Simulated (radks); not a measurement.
Spherical jellium clusters: N electrons in a uniform positive sphere of charge N and radius rs N^(1/3), rs = 3.65 bohr. Method: non-relativistic Kohn-Sham, exchange-only LDA, spin-polarised, spherical densities; computed with a radial shooting solver with Libxc functionals. Levels are named by radial order and angular momentum (1s, 1p, 1d, 2s, ...), and open shells are averaged over m.

N = 26, configuration 1s2 1p6 1d10 2s2 1f(up 6, down 0). This is the lowest configuration that the search found. Occupied and some empty levels:

level    occupation  eigenvalue (eV)  <r> (bohr)
1s up             1          -5.1769       6.924
1s down           1          -4.9219       5.995
1p up             3          -4.4447       8.014
1p down           3          -3.9447       7.454
1d up             5          -3.4759       8.803
2s up             1          -2.8582       7.095
1d down           5          -2.8252       8.504
2s down           1          -2.5498       7.423
1f up             6          -2.3223       9.522
1f down           0          -1.5912       9.446
2p up             0          -1.5691       8.956
2p down           0          -1.2304       9.074
1g up             0          -1.0389       10.33
2d up             0         -0.47162       11.90
1g down           0         -0.29498       10.61
2d down           0         -0.13452       13.26

Energy (eV): total -25.7337, kinetic 53.442, external -2006.2, Hartree 987.32, exchange-correlation -81.007, background 1020.7.

Electron density:

r (bohr)  n(r) (e/bohr^3)
0.788            0.006358
2.10             0.005510
3.42             0.004648
4.74             0.004503
6.05             0.005064
7.37             0.005478
8.69             0.004746
10.0             0.002913
11.3             0.001224
12.6            0.0004028
13.9            0.0001188
15.3           0.00003277
16.6            8.793e-06
